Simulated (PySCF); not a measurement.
**Working out the excitation energy of Sr**

Sr [Kr] 5s2 (1S) → Sr [Kr] 5p2 (3P). Calculation: PySCF 2.14, in aug-cc-pVDZ-X2C; scalar relativity by spin-free X2C-1e. Frozen: [Kr]. Energies in hartree (1 hartree = 27.21139 eV):

| part | Sr (lower) | Sr (upper) |
| --- | --- | --- |
| UHF | -3177.344870 | -3177.201764 |
| CCSD correlation | -0.025173 | -0.015689 |
| (T) | 0.000000 | 0.000000 |

What does Hartree-Fock give?

(-3177.201764) − (-3177.344870) = 0.143106 hartree = 3.894 eV.

What do CCSD and CCSD(T) give?

The CCSD correlation energies differ by 0.009484 hartree = 0.258 eV and the triples by 0.000000 hartree = 0.000 eV, so CCSD gives 4.152 eV and CCSD(T) 4.152 eV.

Measured between the centres of the two terms (NIST): 4.405 eV, so CCSD(T) (valence) is off by -0.253 eV.

A double-zeta basis recovers only part of the correlation energy.

The coupled-cluster amplitudes are large, so a single reference is strained.

What remains against the reference includes basis incompleteness, the frozen core and higher excitations.
